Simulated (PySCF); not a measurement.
H₃BrOSi, singlet, at a GFN2-xTB geometry, atoms displaced at random by about 0.03 Å a coordinate; HF/6-31G, gradient by finite differences (PySCF).

Here is a job for PySCF.
```python
from pyscf import gto, scf

mol = gto.Mole()
mol.atom = '''
    Si    0.36445862   -1.11010775   -0.23854870
    O     1.92064539   -0.86268278   -0.51818887
    Br   -0.61391849    0.81075497    0.21749341
    H    -0.15735717   -1.64585100   -1.53508500
    H     0.07069563   -1.98421029    0.93005375
    H     2.48934166   -0.37435560   -0.00191954
'''
mol.basis = '6-31g'
mol.verbose = 4
mol.build()

mf = scf.RHF(mol)
mf.conv_tol = 1e-11
mf.kernel()
scan, done = mf.as_scanner(), []
scan.scf_summary = {}
def energy(d):
    c = mol.atom_coords()
    c[5, 2] += d
    e = scan(mol.set_geom_(c, unit='Bohr', inplace=False))
    done.append(scan.converged)
    return e
h = 0.01
fd = (energy(h) - energy(-h)) / (2 * h)
print('dE/dx =', fd)
```

Output, abridged:

```
PySCF version 2.14.0

[INPUT] verbose = 4
[INPUT] num. atoms = 6
[INPUT] num. electrons = 60
[INPUT] charge = 0
[INPUT] spin (= nelec alpha-beta = 2S) = 0
[INPUT] symmetry False subgroup None
[INPUT] Mole.unit = angstrom
[INPUT] Symbol           X                Y                Z      unit          X                Y                Z       unit  Magmom
[...]
nuclear repulsion = 241.767636405135
number of shells = 29
number of NR pGTOs = 170
number of NR cGTOs = 55
basis = 6-31g
ecp = {}

******** <class 'pyscf.scf.hf.RHF'> ********
method = RHF
initial guess = minao
damping factor = 0
level_shift factor = 0
DIIS = <class 'pyscf.scf.diis.CDIIS'>
diis_start_cycle = 1
diis_space = 8
diis_damp = 0
SCF conv_tol = 1e-11
SCF conv_tol_grad = None
SCF max_cycles = 50
direct_scf = True
direct_scf_tol = 1e-13
Set gradient conv threshold to 3.16228e-06
Initial guess from minao.
init E= -2936.7248656234
[...]
cycle= 1 E= -2937.486149795  delta_E= -0.761  |g|= 0.497  |ddm|= 2.14
[...]
cycle= 2 E= -2937.53386077832  delta_E= -0.0477  |g|= 0.268  |ddm|= 0.772
[...]
cycle= 3 E= -2937.54653647699  delta_E= -0.0127  |g|= 0.0345  |ddm|= 0.206
[...]
cycle= 4 E= -2937.54689461021  delta_E= -0.000358  |g|= 0.00957  |ddm|= 0.0547
[...]
cycle= 5 E= -2937.54692109491  delta_E= -2.65e-05  |g|= 0.00242  |ddm|= 0.0168
[...]
cycle= 6 E= -2937.54692350413  delta_E= -2.41e-06  |g|= 0.000585  |ddm|= 0.00513
[...]
cycle= 7 E= -2937.54692384137  delta_E= -3.37e-07  |g|= 0.000131  |ddm|= 0.00242
[...]
cycle= 8 E= -2937.5469238564  delta_E= -1.5e-08  |g|= 2.33e-05  |ddm|= 0.000517
[...]
cycle= 9 E= -2937.5469238567  delta_E= -3.03e-10  |g|= 3.61e-06  |ddm|= 6.97e-05
[...]
cycle= 10 E= -2937.54692385672  delta_E= -1.27e-11  |g|= 9.34e-07  |ddm|= 9.72e-06
[...]
cycle= 11 E= -2937.5469238567  delta_E= 1.14e-11  |g|= 2.02e-07  |ddm|= 3.01e-06
[...]
cycle= 12 E= -2937.5469238567  delta_E=    0  |g|= 3.92e-08  |ddm|= 6.6e-07
[...]
Extra cycle  E= -2937.54692385671  delta_E= -7.73e-12  |g|= 1.81e-08  |ddm|= 9.45e-08
converged SCF energy = -2937.54692385671
Create scanner for <class 'pyscf.scf.hf.RHF'>

WARN: Mole.unit (angstrom) is changed to Bohr

New geometry
   1 Si     0.364458620000  -1.110107750000  -0.238548700000 AA    0.688726975537  -2.097799616257  -0.450791710371 Bohr
   2 O      1.920645390000  -0.862682780000  -0.518188870000 AA    3.629493769508  -1.630234186578  -0.979235045098 Bohr
   3 Br    -0.613918490000   0.810754970000   0.217493410000 AA   -1.160137808907   1.532104847430   0.411002978798 Bohr
   4 H     -0.157357170000  -1.645851000000  -1.535085000000 AA   -0.297361955037  -3.110207631842  -2.900890227928 Bohr
   5 H      0.070695630000  -1.984210290000   0.930053750000 AA    0.133595378904  -3.749614021644   1.757546868625 Bohr
   6 H      2.489341660000  -0.374355600000   0.003372232109 AA    4.704173967870  -0.707429557197   0.006372595115 Bohr

******** <class 'pyscf.scf.hf.RHF_Scanner'> ********
method = RHF_Scanner
initial guess = minao
damping factor = 0
level_shift factor = 0
DIIS = <class 'pyscf.scf.diis.CDIIS'>
diis_start_cycle = 1
diis_space = 8
diis_damp = 0
SCF conv_tol = 1e-11
SCF conv_tol_grad = None
SCF max_cycles = 50
direct_scf = True
direct_scf_tol = 1e-13
Set gradient conv threshold to 3.16228e-06
init E= -2937.54491445855
[...]
cycle= 1 E= -2937.5471029145  delta_E= -0.00219  |g|= 0.00119  |ddm|= 0.00494
[...]
cycle= 2 E= -2937.54710345963  delta_E= -5.45e-07  |g|= 0.000481  |ddm|= 0.00178
[...]
cycle= 3 E= -2937.54710352998  delta_E= -7.03e-08  |g|= 0.000236  |ddm|= 0.000623
[...]
cycle= 4 E= -2937.54710354961  delta_E= -1.96e-08  |g|= 4.64e-05  |ddm|= 0.000321
[...]
cycle= 5 E= -2937.54710355137  delta_E= -1.76e-09  |g|= 6.49e-06  |ddm|= 0.000147
[...]
cycle= 6 E= -2937.54710355141  delta_E= -3.73e-11  |g|= 1.51e-06  |ddm|= 1.83e-05
[...]
cycle= 7 E= -2937.54710355142  delta_E= -6.37e-12  |g|= 3.58e-07  |ddm|= 4.25e-06
[...]
Extra cycle  E= -2937.54710355142  delta_E= -1.36e-12  |g|= 1.5e-07  |ddm|= 7.77e-07
converged SCF energy = -2937.54710355142

WARN: Mole.unit (angstrom) is changed to Bohr

New geometry
   1 Si     0.364458620000  -1.110107750000  -0.238548700000 AA    0.688726975537  -2.097799616257  -0.450791710371 Bohr
   2 O      1.920645390000  -0.862682780000  -0.518188870000 AA    3.629493769508  -1.630234186578  -0.979235045098 Bohr
   3 Br    -0.613918490000   0.810754970000   0.217493410000 AA   -1.160137808907   1.532104847430   0.411002978798 Bohr
   4 H     -0.157357170000  -1.645851000000  -1.535085000000 AA   -0.297361955037  -3.110207631842  -2.900890227928 Bohr
   5 H      0.070695630000  -1.984210290000   0.930053750000 AA    0.133595378904  -3.749614021644   1.757546868625 Bohr
   6 H      2.489341660000  -0.374355600000  -0.007211312109 AA    4.704173967870  -0.707429557197  -0.013627404885 Bohr

******** <class 'pyscf.scf.hf.RHF_Scanner'> ********
method = RHF_Scanner
initial guess = minao
damping factor = 0
level_shift factor = 0
DIIS = <class 'pyscf.scf.diis.CDIIS'>
diis_start_cycle = 1
diis_space = 8
diis_damp = 0
SCF conv_tol = 1e-11
SCF conv_tol_grad = None
SCF max_cycles = 50
direct_scf = True
direct_scf_tol = 1e-13
Set gradient conv threshold to 3.16228e-06
init E= -2937.55105545652
[...]
cycle= 1 E= -2937.54671880273  delta_E= 0.00434  |g|= 0.00237  |ddm|= 0.00989
[...]
cycle= 2 E= -2937.54672096143  delta_E= -2.16e-06  |g|= 0.000931  |ddm|= 0.00352
[...]
cycle= 3 E= -2937.54672123372  delta_E= -2.72e-07  |g|= 0.000466  |ddm|= 0.00125
[...]
cycle= 4 E= -2937.54672130747  delta_E= -7.38e-08  |g|= 9.17e-05  |ddm|= 0.000613
[...]
cycle= 5 E= -2937.54672131429  delta_E= -6.82e-09  |g|= 1.26e-05  |ddm|= 0.00029
[...]
cycle= 6 E= -2937.54672131442  delta_E= -1.26e-10  |g|= 2.9e-06  |ddm|= 3.57e-05
[...]
cycle= 7 E= -2937.54672131443  delta_E= -1.36e-11  |g|= 6.92e-07  |ddm|= 8.2e-06
[...]
cycle= 8 E= -2937.54672131443  delta_E= 5.46e-12  |g|= 1.63e-07  |ddm|= 2.2e-06
[...]
Extra cycle  E= -2937.54672131443  delta_E= -5e-12  |g|= 7.37e-08  |ddm|= 2.64e-07
converged SCF energy = -2937.54672131443
dE/dx = -0.01911184920118103
```
